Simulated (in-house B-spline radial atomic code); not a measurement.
RPA and G0W0 on PBEsol: Tl3+

Configuration [Xe] 4f14 5d10, mean-field start PBEsol. Computed with a B-spline radial code for spherical atoms: all electrons, scalar-relativistic (spin-free one-electron X2C), finite nucleus, each spin shell either full or empty, empty states to l = 9 with an (l + 1/2)⁻⁴ tail; G0W0 by contour deformation at full frequency.

Without the two-electron picture change, the correlation of inner shells comes somewhat too large for so heavy an element.

Command:
```bash
python run_gw.py task.json out
```
Settings (radii: box in bohr, nucleus in fm):
```
Z                        81
electrons                78
configuration            [Xe] 4f14 5d10
hamiltonian              x2c
method                   pbesol
lmax                     9
rms_radius               5.4759
spin_polarised           False
box_radius               14.14
intervals                68
```

Time taken, with all properties: 9.2 s on 1 thread of Arm Neoverse N1 (shared host).

Energies (hartree):

| term | value |
| --- | --- |
| mean-field total | -20241.76397 |
| Hartree-Fock functional on these orbitals | -20241.81838 |
| direct second order | -8.0593 |
| second-order exchange | 1.9898 |
| SOSEX correction | 1.8748 |

(1) What is the RPA correlation energy, and what remains with SOSEX?

Quasi-particle levels (eV):

```tsv
level	occupied	mean field	Σx - vxc	Σc	QP weight	G0W0
5d	yes	-44.28	-7.73	?	?	?
6s	no	-34.93	7.09	-2.51	0.959	-30.34
```

G0W0 = mean field + (Σx - vxc) + Σc, with Σc (partial-wave tail included) taken at the quasi-particle energy. Only the outer levels were computed. Levels of low weight are left out.

(2) Where does G0W0 put 5d?

Results:

(1) RPA gives -7.0775 hartree (-2.47 eV per electron); RPA + SOSEX gives -5.2027, and the second-order doubles -6.0694 hartree (no singles). RPA lacks exchange-type terms and so overcorrelates at short range.

(2) At -51.85 eV, with Σc = 0.16 eV and a quasi-particle weight of 0.859. The tabulated removal energy is 51.14 ± 0.04 eV (NIST, measured); the calculation leaves out spin-orbit coupling, Breit and QED terms, and what these don't explain is the method's own error.
